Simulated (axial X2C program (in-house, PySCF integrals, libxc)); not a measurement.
## Spin–orbit effects down a group: molecules with Sr, PBE0

Computed with an in-house all-electron X2C program for linear molecules (integrals from PySCF), spin-free (one-electron X2C) or two-component (2c: spin–orbit coupling with atomic mean-field Coulomb and Gaunt terms, which also bring small scalar terms), in Dyall basis sets with cores contracted in-house; open shells are unrestricted.

Basis sets: Br dyall-cv3z, Cl dyall-v3z, F dyall-av3z, Sr dyall-cv3z, Sr dyall-v3z.

```csv
molecule,spin-free state,Re (Å),ωe (cm⁻¹),De (eV),2c state,Re 2c (Å),ωe 2c (cm⁻¹),De 2c (eV)
SrF,"M_S = 1/2, Λ = 0",2.064,506.6,5.56,Ω = 1/2,2.064,506.6,5.56
SrCl,"M_S = 1/2, Λ = 0",2.567,303.5,4.36,Ω = 1/2,2.567,303.5,4.35
SrBr,"M_S = 1/2, Λ = 0",2.728,216.4,3.88,Ω = 1/2,2.729,216.2,3.78
```

Task: Work out the shifts from the spin-free to the two-component result.

Result: 

```json
{"molecule": "SrF", "2c state": "Ω = 1/2", "ΔRe (Å)": "0.000", "Δωe (cm⁻¹)": "0.0", "ΔDe (eV)": "0.00"}
{"molecule": "SrCl", "2c state": "Ω = 1/2", "ΔRe (Å)": "0.000", "Δωe (cm⁻¹)": "0.0", "ΔDe (eV)": "-0.01"}
{"molecule": "SrBr", "2c state": "Ω = 1/2", "ΔRe (Å)": "0.001", "Δωe (cm⁻¹)": "-0.2", "ΔDe (eV)": "-0.10"}
```

Shifts of one unit in the last digit are rounding.

Each entry is the lowest single determinant of a limited PBE0 search at one distance. De goes to single-determinant-based atoms at the same level (for ions the charge split of lowest energy) and is withheld (n/a) where an atom does not fit its ground term or J level. Main or longest-lived isotopes. Some light 2c atoms are not at their ground J level, so De misses part of their lowering (0.04 eV or less). The functionals have no current term, which raises determinants with orbital currents.
